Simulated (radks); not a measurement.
The rubidium anion Rb- inside a hard spherical wall (all orbitals vanish at R), configuration held at [Kr] 5s2 and not refilled when levels cross. Calculated with a radial shooting solver on a logarithmic mesh with Libxc functionals: scalar-relativistic Kohn-Sham, r2SCAN, spin-unpolarised, spherical densities, finite nucleus; meta-GGA in the generalised Kohn-Sham scheme; Fermi nuclear charge, rms radius 4.2036 fm. Eigenvalues in eV, with the zero of energy where the potential of the charges vanishes at infinity; a dash marks a level that is unbound or too diffuse for the functional's potential to be trusted. A positive occupied level is held by the wall or, in an anion where self-interaction has pushed it up, behind a barrier. The pressure on the wall is -dE/dV.

\begin{tabular}{lrrrrrrrrr}
R (bohr) & E (hartree) & kinetic (hartree) & e(3d) & e(4s) & e(4p) & e(5s) & e(5p, empty) & e(6s, empty) & pressure (GPa) \\ \hline
20 & -2981.69639 & 3053.808 & -102.11 & -29.432 & -12.938 & 0.719 & 1.605 & 2.215 & 0.00132 \\
10 & -2981.66079 & 3053.931 & -100.20 & -27.549 & -11.079 & 2.071 & 3.731 & 8.105 & 0.395 \\
7 & -2981.53208 & 3054.277 & -97.676 & -25.109 & -8.716 & 4.887 & 7.945 & 19.195 & 4.43 \\
6 & -2981.39772 & 3054.634 & -96.131 & -23.685 & -7.371 & 7.337 & 11.517 & 28.223 & 12.4 \\
4 & -2980.25115 & 3058.150 & -87.405 & -16.829 & -0.762 & 24.470 & 33.872 & 80.121 & 212 \\
3 & -2977.05506 & 3067.987 & -71.116 & -5.060 & 11.941 & 61.968 & 77.108 & 170.93 & 1630 \\
2.5 & -2972.08466 & 3082.069 & -54.050 & 9.056 & 28.077 & 110.31 & 129.64 & 275.83 & 5670 \\
2 & -2959.09637 & 3116.091 & -24.606 & 41.204 & 64.851 & 216.93 & 241.29 & 491.51 & 24800 \\
\end{tabular}
